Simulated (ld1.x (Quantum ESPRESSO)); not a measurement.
# Logarithmic derivatives: manganese, PAW

- Element: manganese (Mn)
- Generator: ld1.x (Quantum ESPRESSO) 7.5
- Type: PAW
- Functional: PBE
- Relativity: scalar-relativistic
- Frozen core: [Ne]
- Valence charge: 15
- Reference configuration: 3s2 3p6 3d4 4s0 4p0 (charge +3)
- Partial waves: 3s (bound): rcut 1.25, rcutus 1.35 bohr; 4s (bound, empty): rcut 1.25, rcutus 1.35 bohr; 3p (bound): rcut 1.30, rcutus 1.70 bohr; 4p (bound, empty): rcut 1.30, rcutus 1.70 bohr; 3d (bound): rcut 1.80, rcutus 2.05 bohr; 3d channel at -0.85 Ry: rcut 1.80, rcutus 2.05 bohr
- Local potential: all-electron potential smoothed inside 1.40 bohr (lloc = -1)
- Core correction: Bessel-smoothed model core inside 0.65 bohr
- Augmentation charge: PSQ, radius 1.15 bohr

The phase is arctan(r·u′/u) with u = r·R(r), unwrapped; energies in Ry, scanned from -11 to 5 Ry. A pole is an energy at which the radial function vanishes at the test radius. The pseudo phase is shifted by a multiple of π to meet the all-electron one at the reference energy, and phase errors are pseudo minus all-electron; the curves can meet again beyond the range given. Levels narrower than the energy grid can be missing from the lists of poles.

**Question.** For each channel, where are the poles, and over which energies does the pseudopotential scatter like the atom?

**Answer.**

```
channel  radius (bohr)  reference energy (Ry)  poles, all-electron  poles, pseudo  unbroken range about the reference energy with phases within 0.05 rad  phase error 1 Ry above the reference energy (rad)
      s           2.25                  -2.22          -8.92, 0.79    -8.92, 0.80                                                        the whole range                                             +0.000
      p           2.25                  -1.72          -6.58, 1.93    -6.58, 0.69                                                             below -0.6                                             -0.046
      d           2.25                  -3.03          -2.83, 3.64    -2.83, 2.82                                                              below 2.2                                             -0.001
```

The ghost test of this file was not conclusive. Its overlap operator is not positive definite in a basis up to 400 Ry (lowest eigenvalue p -0.23), so the file is unfit for use: the generalised eigenproblem breaks down once the basis is large enough, and its test numbers describe a broken file.

Phases in the d channel:

| E (Ry) | all-electron | pseudo |
| --- | --- | --- |
| -11.00 | 1.423 | 1.423 |
| -10.52 | 1.419 | 1.419 |
| -10.04 | 1.415 | 1.415 |
| -9.56 | 1.410 | 1.410 |
| -9.08 | 1.405 | 1.404 |
| -8.60 | 1.399 | 1.398 |
| -8.12 | 1.392 | 1.391 |
| -7.64 | 1.384 | 1.384 |
| -7.16 | 1.375 | 1.375 |
| -6.68 | 1.365 | 1.365 |
| -6.20 | 1.353 | 1.353 |
| -5.72 | 1.338 | 1.337 |
| -5.24 | 1.319 | 1.318 |
| -4.76 | 1.293 | 1.292 |
| -4.28 | 1.252 | 1.251 |
| -3.80 | 1.169 | 1.167 |
| -3.32 | 0.744 | 0.741 |
| -2.84 | -1.560 | -1.560 |
| -2.36 | -1.776 | -1.777 |
| -1.88 | -1.875 | -1.875 |
| -1.40 | -1.975 | -1.975 |
| -0.92 | -2.122 | -2.122 |
| -0.44 | -2.398 | -2.400 |
| 0.04 | -2.999 | -3.016 |
| 0.52 | -3.791 | -3.832 |
| 1.00 | -4.223 | -4.264 |
| 1.48 | -4.423 | -4.466 |
| 1.96 | -4.534 | -4.580 |
| 2.44 | -4.604 | -4.660 |
| 2.92 | -4.655 | -4.726 |
| 3.40 | -4.695 | -4.792 |
| 3.88 | -4.729 | -4.874 |
| 4.36 | -4.760 | -5.004 |
| 4.84 | -4.791 | -5.305 |
